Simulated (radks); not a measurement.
The mean radii <r> (bohr) of the occupied orbitals of an atom or ion are listed with their occupations. Method: scalar-relativistic Kohn-Sham, r2SCAN, spin-polarised, spherical densities, finite nucleus; meta-GGA in the generalised Kohn-Sham scheme; Fermi nuclear charge, rms radius of each element as measured or else 0.836 A^(1/3) + 0.57 fm; computed with a radial shooting solver on a logarithmic mesh with Libxc functionals.

orbital  occ.      <r>
1s up       1  0.02558
1s down     1  0.02558
2s up       1   0.1097
2s down     1   0.1097
2p up       3  0.09619
2p down     3  0.09618
3s up       1   0.2911
3s down     1   0.2911
3p up       3   0.2892
3p down     3   0.2892
3d up       5   0.2661
3d down     5   0.2661
4s up       1   0.6661
4s down     1   0.6663
4p up       3   0.7018
4p down     3   0.7021
4d up       5   0.7622
4d down     4   0.7631

Name the element and its charge. Open shells, if any, are filled with parallel spins first.

Answer. Z = 56, barium, charge +11: Ba11+ in [Kr] 4d9. The 1s radius gives Z: for a bare nucleus <r> = (2 gamma + 1)/(2Z) with gamma = sqrt(1 - (Z/c)^2), 0.02523 bohr for Z = 56, and screening makes it slightly larger (0.02558 here). The occupations add up to 45, and the charge is Z minus that.
